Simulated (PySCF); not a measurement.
SMILES CC(C)(C)C[SiH2][GeH3] (C5H16GeSi) (GFN2-xTB optimised geometry):

```
23

C     -1.423    -2.313    -1.227
C     -0.912    -1.557     0.000
C      0.616    -1.557     0.000
C     -1.411    -2.270     1.263
C     -1.453    -0.121     0.000
Si    -0.756     1.088    -1.298
Ge     1.347     1.894    -0.665
H     -2.510    -2.345    -1.232
H     -1.052    -3.336    -1.224
H     -1.092    -1.833    -2.144
H      1.001    -0.932     0.805
H      0.997    -2.567     0.142
H      1.003    -1.181    -0.946
H     -2.499    -2.254     1.308
H     -1.085    -3.308     1.272
H     -1.025    -1.783     2.157
H     -2.539    -0.164    -0.106
H     -1.261     0.317     0.984
H     -0.687     0.496    -2.639
H     -1.695     2.215    -1.383
H      2.539     1.202    -1.264
H      1.601     3.336    -0.998
H      1.648     1.842     0.808
```

Method: B3LYP/def2-SVP (PySCF).

Q: What are the frontier orbital energies and the dipole moment?

A: HOMO-2 -8.72 eV, HOMO-1 -8.31 eV, HOMO -7.88 eV, LUMO 0.32 eV, LUMO+1 0.48 eV; dipole moment 1.41 D.

Meta-Löwdin charges at B3LYP/def2-SVP: C1 -0.29, C2 0.09, C3 -0.29, C4 -0.28, C5 -0.39, Si6 0.42, Ge7 0.11, H8 0.09, H9 0.09, H10 0.09, H11 0.09, H12 0.09, H13 0.09, H14 0.09, H15 0.09, H16 0.09, H17 0.10, H18 0.10, H19 -0.10, H20 -0.10, H21 -0.06, H22 -0.06, H23 -0.06.
